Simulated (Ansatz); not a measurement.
Relaxation of Zr2Cl8⁺, that is Zr2(Cl)8 with one electron fewer with UKS r2SCAN-D4/def2-SVP.

```sh
$ ansatz run in.yaml --threads 2 --pin off --events-out ev --progress --plain --max-ram 32768MiB --backend cuda --devices 0, --max-vram 18GiB
```

```yaml
crystal:
  periodic: [false, false, false]
  atoms:
    - {symbol: Zr, position_ang: [-1.086006, -0.498972, -1.246836]}
    - {symbol: Cl, position_ang: [-3.343840, -0.026976, -1.469389]}
    - {symbol: Cl, position_ang: [-0.093435, 0.558831, -3.081793]}
    - {symbol: Cl, position_ang: [-0.928728, -2.736149, -1.869808]}
    - {symbol: Cl, position_ang: [-0.985075, -1.070774, 1.259366]}
    - {symbol: Zr, position_ang: [1.102893, 0.552676, 1.450928]}
    - {symbol: Cl, position_ang: [1.933882, -0.748701, -0.352109]}
    - {symbol: Cl, position_ang: [1.288639, -0.211790, 3.653645]}
    - {symbol: Cl, position_ang: [2.621476, 2.319067, 1.551447]}
    - {symbol: Cl, position_ang: [-0.509816, 1.862767, 0.104560]}
basis:
  gaussian: {orbitals: def2-SVP}
total_charge: 1
magnetization: {spin_polarized: true, initial_magnetization: 1}
hamiltonian: {xc: r2scan, dispersion: d4}
scf: {lower_state_search: "off"}
output: {orbitals: {seedname: orbitals}}
relax: {f_tol: 0.03, max_steps: 70}
```

Run time 3.1 min (2 threads of AMD EPYC 7R13 on a shared host and a share (18 GiB) of an NVIDIA H100 80GB HBM3), peak host memory 0.95 GiB.

Positions (Å) and forces (eV/Å) at steps 1, 2, 3, 4, 5, 6, 7, 8, 9, 10, 11, 12, 13, 16, 17, 18, 19, 20, 21, 22, 23, 24, 25, 26, 27, 28, 29, 30 of 49:

```xyz
10
step=1 energy=-102714.1917 eV
Zr   -1.086   -0.499   -1.247   -0.123    0.008    0.314
Cl   -3.344   -0.027   -1.469    0.123   -0.010    0.011
Cl   -0.093    0.559   -3.082    0.096    0.073   -0.201
Cl   -0.929   -2.736   -1.870    0.040   -0.068   -0.085
Cl   -0.985   -1.071    1.259   -0.125    0.071   -0.028
Zr    1.103    0.553    1.451    0.227   -0.143   -0.051
Cl    1.934   -0.749   -0.352   -0.187    0.064    0.051
Cl    1.289   -0.212    3.654    0.059   -0.003    0.038
Cl    2.621    2.319    1.551    0.002    0.070    0.059
Cl   -0.510    1.863    0.105   -0.110   -0.063   -0.107
10
step=2 energy=-102714.2125 eV
Zr   -1.061   -0.510   -1.240   -0.147   -0.067   -0.023
Cl   -3.309   -0.028   -1.448    0.001    0.002   -0.033
Cl   -0.077    0.537   -3.111    0.017    0.044   -0.077
Cl   -0.884   -2.738   -1.918    0.017   -0.035   -0.002
Cl   -1.068   -0.979    1.285   -0.004   -0.132    0.152
Zr    1.121    0.545    1.461    0.163    0.129    0.350
Cl    1.824   -0.755   -0.385    0.116   -0.097   -0.069
Cl    1.371   -0.216    3.663   -0.034   -0.026   -0.162
Cl    2.615    2.337    1.601   -0.149   -0.104   -0.056
Cl   -0.533    1.809    0.091    0.021    0.288   -0.080
10
step=3 energy=-102714.2264 eV
Zr   -1.068   -0.510   -1.233   -0.060   -0.010    0.111
Cl   -3.315   -0.028   -1.453    0.026   -0.003   -0.017
Cl   -0.085    0.540   -3.108    0.012    0.010   -0.049
Cl   -0.884   -2.739   -1.910    0.014    0.008   -0.006
Cl   -1.061   -1.000    1.298    0.023    0.030   -0.018
Zr    1.120    0.547    1.462    0.048    0.053    0.156
Cl    1.843   -0.762   -0.376    0.011   -0.034   -0.027
Cl    1.360   -0.235    3.653   -0.001   -0.021   -0.083
Cl    2.600    2.344    1.591   -0.069   -0.046   -0.020
Cl   -0.510    1.843    0.076   -0.005    0.015   -0.046
10
step=4 energy=-102714.2337 eV
Zr   -1.091   -0.479   -1.198    0.010    0.086    0.077
Cl   -3.328   -0.071   -1.503   -0.083    0.033    0.011
Cl   -0.132    0.499   -3.144    0.082    0.002   -0.044
Cl   -0.839   -2.704   -1.883    0.032   -0.083   -0.021
Cl   -1.120   -0.882    1.332    0.048    0.020    0.093
Zr    1.140    0.557    1.509    0.020   -0.157   -0.118
Cl    1.820   -0.792   -0.333    0.006    0.122    0.115
Cl    1.467   -0.397    3.607   -0.035    0.040   -0.100
Cl    2.523    2.416    1.648   -0.036   -0.070   -0.009
Cl   -0.441    1.853   -0.035   -0.045    0.008   -0.002
10
step=5 energy=-102714.2372 eV
Zr   -1.083   -0.475   -1.179   -0.204    0.020   -0.074
Cl   -3.321   -0.056   -1.481   -0.035    0.012   -0.002
Cl   -0.097    0.493   -3.121    0.048   -0.002   -0.042
Cl   -0.819   -2.700   -1.868    0.015   -0.059   -0.021
Cl   -1.126   -0.883    1.353    0.073    0.033   -0.010
Zr    1.126    0.547    1.482    0.073   -0.066    0.036
Cl    1.831   -0.786   -0.355    0.010    0.095    0.128
Cl    1.441   -0.409    3.578    0.013    0.026   -0.032
Cl    2.511    2.402    1.621    0.007   -0.018    0.012
Cl   -0.464    1.867   -0.030    0.000   -0.042    0.006
10
step=6 energy=-102714.2554 eV
Zr   -1.150   -0.419   -1.157   -0.008    0.000    0.153
Cl   -3.371   -0.027   -1.479   -0.148    0.023   -0.035
Cl   -0.073    0.388   -3.131    0.060    0.004   -0.111
Cl   -0.797   -2.646   -1.875    0.018   -0.043   -0.049
Cl   -1.108   -0.897    1.349   -0.002    0.005   -0.016
Zr    1.124    0.526    1.483    0.091   -0.007   -0.043
Cl    1.876   -0.773   -0.336   -0.013    0.078    0.101
Cl    1.484   -0.436    3.567    0.015    0.009   -0.008
Cl    2.464    2.420    1.659   -0.020   -0.046    0.011
Cl   -0.450    1.864   -0.079    0.007   -0.022   -0.003
10
step=7 energy=-102714.2907 eV
Zr   -1.257   -0.326   -1.102    0.405   -0.044    0.121
Cl   -3.457    0.008   -1.486   -0.347    0.057   -0.073
Cl   -0.040    0.202   -3.156   -0.121   -0.199    0.074
Cl   -0.746   -2.550   -1.894    0.010    0.147   -0.096
Cl   -1.106   -0.891    1.358   -0.134   -0.037   -0.134
Zr    1.126    0.495    1.490    0.346    0.341    0.341
Cl    1.941   -0.753   -0.300    0.089   -0.040   -0.038
Cl    1.577   -0.510    3.536   -0.051    0.035   -0.148
Cl    2.377    2.455    1.731   -0.151   -0.236   -0.038
Cl   -0.415    1.869   -0.176   -0.046   -0.024   -0.008
10
step=8 energy=-102714.3754 eV
Zr   -1.297   -0.280   -1.071    0.311    0.062    0.013
Cl   -3.499    0.015   -1.509   -0.199    0.045   -0.026
Cl   -0.070    0.076   -3.191   -0.159   -0.274    0.191
Cl   -0.714   -2.493   -1.912    0.029    0.189   -0.122
Cl   -1.139   -0.841    1.365   -0.064   -0.098   -0.088
Zr    1.149    0.495    1.519    0.340    0.304    0.426
Cl    1.999   -0.744   -0.257    0.036   -0.006   -0.061
Cl    1.645   -0.595    3.504   -0.117    0.100   -0.242
Cl    2.324    2.486    1.784   -0.185   -0.272   -0.058
Cl   -0.398    1.881   -0.234    0.008   -0.050   -0.033
10
step=9 energy=-102714.4293 eV
Zr   -1.337   -0.222   -1.032    0.126   -0.120   -0.351
Cl   -3.547    0.049   -1.510    0.043    0.044    0.065
Cl   -0.115   -0.113   -3.213   -0.095    0.130    0.119
Cl   -0.687   -2.410   -1.970   -0.076   -0.110    0.129
Cl   -1.141   -0.856    1.352   -0.007   -0.031   -0.002
Zr    1.176    0.509    1.561    0.054   -0.028    0.018
Cl    2.061   -0.703   -0.216    0.021    0.039   -0.014
Cl    1.673   -0.650    3.480   -0.054    0.006    0.013
Cl    2.274    2.509    1.833    0.021    0.030    0.017
Cl   -0.359    1.888   -0.284   -0.033    0.040    0.007
10
step=10 energy=-102714.4183 eV rejected
Zr   -1.293   -0.272   -1.074   -0.613    0.437    0.697
Cl   -3.517    0.068   -1.492    0.222   -0.034    0.041
Cl   -0.138   -0.065   -3.184    0.265    0.045   -0.485
Cl   -0.733   -2.449   -1.982    0.102   -0.399   -0.138
Cl   -1.123   -0.909    1.319    0.080   -0.052   -0.063
Zr    1.184    0.524    1.549   -0.143   -0.068   -0.207
Cl    2.084   -0.680   -0.238   -0.040    0.014    0.030
Cl    1.600   -0.572    3.514   -0.008   -0.112    0.146
Cl    2.339    2.482    1.810    0.085    0.184    0.013
Cl   -0.403    1.873   -0.221    0.050   -0.015   -0.035
10
step=11 energy=-102714.4492 eV
Zr   -1.313   -0.232   -1.055    0.018   -0.029   -0.079
Cl   -3.528    0.078   -1.477    0.027    0.022    0.030
Cl   -0.138   -0.124   -3.232   -0.024    0.048    0.026
Cl   -0.713   -2.447   -1.963   -0.025   -0.045    0.050
Cl   -1.116   -0.895    1.322    0.017   -0.003   -0.029
Zr    1.182    0.520    1.557    0.003   -0.008    0.001
Cl    2.080   -0.671   -0.230    0.019    0.014   -0.010
Cl    1.623   -0.632    3.494   -0.028   -0.001    0.007
Cl    2.291    2.513    1.847    0.006    0.014    0.008
Cl   -0.368    1.890   -0.263   -0.012   -0.011   -0.003
10
step=12 energy=-102714.4522 eV
Zr   -1.324   -0.227   -1.064   -0.013   -0.081   -0.112
Cl   -3.539    0.113   -1.446   -0.032    0.021    0.008
Cl   -0.157   -0.135   -3.235   -0.011   -0.005   -0.002
Cl   -0.744   -2.462   -1.937   -0.003    0.005   -0.002
Cl   -1.085   -0.940    1.284   -0.008    0.014    0.009
Zr    1.178    0.521    1.537    0.243   -0.052    0.018
Cl    2.169   -0.647   -0.225   -0.083    0.080    0.109
Cl    1.579   -0.622    3.493   -0.037    0.018   -0.035
Cl    2.274    2.518    1.869   -0.038   -0.024   -0.009
Cl   -0.353    1.881   -0.278   -0.017    0.024    0.016
10
step=13 energy=-102714.4479 eV rejected
Zr   -1.355   -0.237   -1.109    0.084   -0.051    0.072
Cl   -3.572    0.158   -1.425   -0.049   -0.001   -0.015
Cl   -0.202   -0.172   -3.278   -0.001   -0.010   -0.011
Cl   -0.791   -2.495   -1.950   -0.008    0.056   -0.015
Cl   -1.025   -0.951    1.224   -0.075   -0.131    0.104
Zr    1.221    0.535    1.557    0.125   -0.134   -0.173
Cl    2.252   -0.603   -0.200   -0.038    0.082    0.178
Cl    1.537   -0.613    3.528   -0.013    0.033   -0.055
Cl    2.283    2.547    1.918   -0.054   -0.039   -0.018
Cl   -0.348    1.831   -0.265    0.029    0.195   -0.067
10
step=16 energy=-102714.4630 eV
Zr   -1.380   -0.230   -1.099    0.006    0.004   -0.013
Cl   -3.602    0.164   -1.396    0.006    0.000    0.003
Cl   -0.241   -0.151   -3.286   -0.016   -0.001    0.011
Cl   -0.806   -2.468   -1.967   -0.008    0.000   -0.008
Cl   -1.023   -0.973    1.223   -0.001   -0.009    0.003
Zr    1.233    0.507    1.538    0.044    0.036    0.024
Cl    2.373   -0.630   -0.125    0.001    0.009    0.017
Cl    1.526   -0.603    3.532   -0.009    0.011   -0.019
Cl    2.221    2.555    1.911   -0.028   -0.044   -0.009
Cl   -0.302    1.829   -0.330    0.004   -0.006   -0.007
10
step=17 energy=-102714.4662 eV
Zr   -1.415   -0.232   -1.116    0.043    0.020    0.000
Cl   -3.641    0.191   -1.362    0.036   -0.003    0.011
Cl   -0.306   -0.155   -3.320   -0.029   -0.002    0.013
Cl   -0.856   -2.467   -1.993   -0.018   -0.007   -0.013
Cl   -0.982   -1.000    1.185    0.000    0.007   -0.009
Zr    1.261    0.500    1.540    0.073    0.032   -0.003
Cl    2.518   -0.620   -0.047   -0.041    0.044    0.065
Cl    1.495   -0.588    3.556   -0.010    0.029   -0.048
Cl    2.180    2.578    1.937   -0.047   -0.092   -0.017
Cl   -0.253    1.793   -0.379   -0.007   -0.028    0.003
10
step=18 energy=-102714.4680 eV
Zr   -1.426   -0.237   -1.132    0.006    0.036    0.027
Cl   -3.654    0.215   -1.329    0.088   -0.013    0.019
Cl   -0.370   -0.165   -3.361   -0.024    0.005    0.014
Cl   -0.911   -2.475   -2.030   -0.018   -0.006   -0.004
Cl   -0.947   -1.022    1.157    0.012    0.014   -0.036
Zr    1.282    0.499    1.546    0.122   -0.018   -0.047
Cl    2.628   -0.605    0.015   -0.120    0.097    0.136
Cl    1.465   -0.572    3.578   -0.008    0.047   -0.081
Cl    2.146    2.598    1.964   -0.054   -0.118   -0.023
Cl   -0.213    1.765   -0.410   -0.005   -0.046   -0.005
10
step=19 energy=-102714.4708 eV
Zr   -1.412   -0.243   -1.136   -0.049    0.040    0.018
Cl   -3.639    0.230   -1.297    0.114   -0.018    0.020
Cl   -0.407   -0.172   -3.389   -0.014    0.005    0.019
Cl   -0.945   -2.483   -2.057   -0.010    0.002    0.003
Cl   -0.922   -1.046    1.145    0.011    0.043   -0.055
Zr    1.284    0.504    1.554    0.117   -0.045   -0.060
Cl    2.651   -0.596    0.041   -0.104    0.094    0.135
Cl    1.448   -0.560    3.591   -0.003    0.040   -0.066
Cl    2.123    2.610    1.978   -0.037   -0.091   -0.016
Cl   -0.182    1.755   -0.430   -0.025   -0.070    0.003
10
step=20 energy=-102714.4722 eV
Zr   -1.411   -0.265   -1.177   -0.075    0.100   -0.024
Cl   -3.632    0.275   -1.200    0.190   -0.043    0.000
Cl   -0.532   -0.187   -3.492   -0.029    0.020    0.093
Cl   -1.052   -2.501   -2.160   -0.011    0.030    0.050
Cl   -0.848   -1.068    1.084   -0.037   -0.090    0.010
Zr    1.305    0.505    1.584    0.149   -0.018   -0.109
Cl    2.789   -0.575    0.177   -0.082    0.092    0.114
Cl    1.423   -0.511    3.644   -0.032   -0.016   -0.015
Cl    2.049    2.642    2.030   -0.030   -0.064   -0.036
Cl   -0.093    1.684   -0.491   -0.043   -0.010   -0.083
10
step=21 energy=-102714.4757 eV
Zr   -1.409   -0.261   -1.171   -0.126    0.084   -0.102
Cl   -3.624    0.306   -1.144    0.203   -0.052   -0.008
Cl   -0.569   -0.182   -3.502   -0.043    0.003    0.105
Cl   -1.083   -2.497   -2.164   -0.014    0.040    0.033
Cl   -0.825   -1.114    1.067   -0.003    0.008   -0.057
Zr    1.304    0.490    1.560    0.294    0.009   -0.068
Cl    2.894   -0.559    0.243   -0.203    0.128    0.138
Cl    1.372   -0.507    3.632   -0.020   -0.003   -0.005
Cl    1.998    2.644    2.015   -0.035   -0.089   -0.019
Cl   -0.058    1.681   -0.536   -0.054   -0.128   -0.018
10
step=22 energy=-102714.4796 eV
Zr   -1.412   -0.258   -1.167   -0.027    0.029   -0.060
Cl   -3.624    0.304   -1.160    0.101   -0.023    0.006
Cl   -0.561   -0.182   -3.488   -0.033   -0.006    0.060
Cl   -1.079   -2.498   -2.146   -0.013    0.019    0.004
Cl   -0.811   -1.117    1.062   -0.027    0.015   -0.033
Zr    1.313    0.498    1.570    0.138   -0.029   -0.123
Cl    2.866   -0.549    0.217   -0.105    0.080    0.116
Cl    1.356   -0.523    3.630    0.015    0.014    0.016
Cl    2.011    2.651    2.010   -0.013   -0.050    0.013
Cl   -0.058    1.675   -0.528   -0.038   -0.050    0.001
10
step=23 energy=-102714.4734 eV rejected
Zr   -1.410   -0.280   -1.213   -0.014    0.125    0.356
Cl   -3.599    0.341   -1.129   -0.009   -0.006   -0.016
Cl   -0.612   -0.156   -3.503    0.045   -0.048   -0.177
Cl   -1.181   -2.532   -2.146    0.010   -0.033   -0.069
Cl   -0.772   -1.144    1.029   -0.007    0.023   -0.102
Zr    1.318    0.488    1.554   -0.070    0.028    0.029
Cl    2.970   -0.496    0.312    0.090   -0.063   -0.080
Cl    1.347   -0.512    3.628   -0.008   -0.010    0.061
Cl    1.953    2.652    2.026    0.007    0.059    0.033
Cl   -0.013    1.638   -0.559   -0.042   -0.074   -0.035
10
step=24 energy=-102714.4831 eV
Zr   -1.411   -0.266   -1.187   -0.019    0.057    0.075
Cl   -3.614    0.320   -1.143    0.051   -0.012    0.002
Cl   -0.598   -0.180   -3.507   -0.006   -0.029   -0.006
Cl   -1.129   -2.510   -2.159    0.002    0.004   -0.028
Cl   -0.788   -1.131    1.040   -0.019    0.003   -0.039
Zr    1.321    0.496    1.568    0.050    0.007   -0.016
Cl    2.918   -0.528    0.264   -0.023    0.024    0.037
Cl    1.351   -0.508    3.639    0.000    0.000   -0.001
Cl    1.986    2.654    2.030   -0.010   -0.024   -0.005
Cl   -0.035    1.653   -0.545   -0.025   -0.030   -0.018
10
step=25 energy=-102714.4855 eV
Zr   -1.410   -0.271   -1.201   -0.017    0.048    0.090
Cl   -3.604    0.343   -1.106    0.052   -0.012    0.001
Cl   -0.653   -0.186   -3.538   -0.001   -0.025   -0.013
Cl   -1.185   -2.516   -2.189    0.002    0.008   -0.022
Cl   -0.752   -1.155    1.009   -0.014    0.001   -0.035
Zr    1.332    0.495    1.574    0.048   -0.001   -0.009
Cl    2.988   -0.505    0.329   -0.032    0.027    0.034
Cl    1.328   -0.496    3.652   -0.004    0.005   -0.018
Cl    1.951    2.666    2.045   -0.015   -0.031   -0.010
Cl    0.004    1.625   -0.576   -0.018   -0.021   -0.020
10
step=26 energy=-102714.4887 eV
Zr   -1.398   -0.278   -1.216   -0.051    0.007    0.044
Cl   -3.574    0.382   -1.037    0.080   -0.015    0.003
Cl   -0.742   -0.201   -3.587    0.002   -0.009    0.006
Cl   -1.274   -2.521   -2.238    0.003    0.032    0.008
Cl   -0.693   -1.201    0.963    0.003    0.029   -0.040
Zr    1.347    0.495    1.581    0.058   -0.006    0.020
Cl    3.090   -0.466    0.427   -0.054    0.036    0.041
Cl    1.286   -0.478    3.669   -0.006    0.013   -0.053
Cl    1.885    2.684    2.067   -0.020   -0.052   -0.022
Cl    0.073    1.584   -0.630   -0.016   -0.034   -0.007
10
step=27 energy=-102714.4897 eV
Zr   -1.395   -0.285   -1.230   -0.055   -0.005    0.008
Cl   -3.549    0.424   -0.971    0.098   -0.030   -0.013
Cl   -0.804   -0.216   -3.621   -0.003    0.010    0.028
Cl   -1.338   -2.527   -2.272   -0.004    0.048    0.035
Cl   -0.648   -1.228    0.923    0.006    0.006   -0.020
Zr    1.359    0.492    1.585    0.106   -0.021    0.007
Cl    3.176   -0.428    0.512   -0.115    0.057    0.055
Cl    1.249   -0.476    3.674   -0.003    0.031   -0.066
Cl    1.827    2.699    2.071   -0.024   -0.075   -0.016
Cl    0.122    1.545   -0.670   -0.004   -0.021   -0.017
10
step=28 energy=-102714.4902 eV
Zr   -1.388   -0.284   -1.223   -0.038   -0.011    0.007
Cl   -3.535    0.438   -0.954    0.064   -0.019   -0.006
Cl   -0.807   -0.209   -3.612   -0.005   -0.013   -0.010
Cl   -1.350   -2.526   -2.259   -0.005    0.040    0.004
Cl   -0.636   -1.251    0.918    0.006    0.060   -0.034
Zr    1.351    0.488    1.575    0.117   -0.011    0.012
Cl    3.183   -0.416    0.515   -0.092    0.042    0.047
Cl    1.235   -0.476    3.665    0.001    0.013   -0.033
Cl    1.799    2.695    2.070   -0.018   -0.045   -0.011
Cl    0.148    1.539   -0.695   -0.030   -0.055    0.023
10
step=29 energy=-102714.4903 eV
Zr   -1.384   -0.273   -1.231   -0.024   -0.013    0.030
Cl   -3.530    0.446   -0.957    0.050   -0.011   -0.005
Cl   -0.824   -0.212   -3.622   -0.002   -0.007   -0.019
Cl   -1.339   -2.523   -2.249   -0.003    0.030    0.003
Cl   -0.636   -1.240    0.920   -0.011    0.043   -0.035
Zr    1.349    0.472    1.582    0.116    0.024    0.006
Cl    3.182   -0.420    0.517   -0.076    0.036    0.038
Cl    1.256   -0.479    3.677   -0.005   -0.002   -0.023
Cl    1.769    2.689    2.061   -0.008   -0.038    0.005
Cl    0.157    1.540   -0.700   -0.037   -0.061    0.000
10
step=30 energy=-102714.4907 eV
Zr   -1.381   -0.265   -1.236   -0.013   -0.002   -0.008
Cl   -3.520    0.469   -0.956    0.032   -0.009   -0.012
Cl   -0.840   -0.231   -3.640   -0.014   -0.015    0.014
Cl   -1.324   -2.523   -2.236   -0.004    0.026    0.000
Cl   -0.659   -1.220    0.931    0.034    0.062   -0.009
Zr    1.351    0.462    1.600   -0.023   -0.002   -0.060
Cl    3.181   -0.401    0.516   -0.011    0.003    0.006
Cl    1.290   -0.507    3.685    0.000   -0.005   -0.006
Cl    1.733    2.683    2.069    0.001    0.013    0.029
Cl    0.170    1.534   -0.732   -0.003   -0.072    0.045
```

In the def2 sets Zr takes a core potential; there is no spin–orbit coupling. In the charge 1 doublet, Cl3 and Cl4 lie 2.72 Å apart (atoms count from 1), so these atoms are partly bonded to each other.
